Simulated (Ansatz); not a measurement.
Born–Oppenheimer molecular dynamics of Cl4Si (5 atoms, charge 0, multiplicity 1). It goes on from the last frame of an earlier run, with new velocities.

Level of theory: Ansatz 0.2.0, RKS r2SCAN-D4/6-31G.

| Item | Value |
| --- | --- |
| ensemble | NVT, Nosé–Hoover chain |
| time step | 1 fs |
| steps asked | 156 |
| set temperature | 300 K |
| thermostat | time constant 100 fs, chain length 3 (defaults) |
| temperature schedule | 38 steps to 300 K, then 117 steps to 75 K |
| seed | 858518 |

First frame:

```xyz
5
Properties=species:S:1:pos:R:3
Si 0.015 0.032 -0.006
Cl 0.009 -0.022 2.152
Cl 2.034 0.001 -0.703
Cl -1.025 1.748 -0.735
Cl -1.027 -1.752 -0.708
```

Q: How far do the bonds stretch over the last three quarters of this one trajectory? (Pairs bonded in most of those frames.)

A: 
```csv
bond,mean (Å),spread (Å),shortest,longest
Si1–Cl2,2.154,0.014,2.13,2.17
Si1–Cl3,2.150,0.037,2.08,2.21
Si1–Cl4,2.154,0.024,2.12,2.20
Si1–Cl5,2.155,0.028,2.11,2.20
```

Mean temperature of the second half: 225 K. The conserved energy stayed within 0.019 meV per atom of its start (net change 0.014 meV per atom), so the integration is sound. The schedule's set-point averaged 148 K over the second half and the system 225 K, so it lags behind the ramp. A run of 0.16 ps of so small a system gives no equilibrium averages. Limits of this set-up: no polarisation functions.

Time of the run: 14 min on 1 thread of Arm Neoverse V2, on a shared host, peak memory 0.13 GiB.
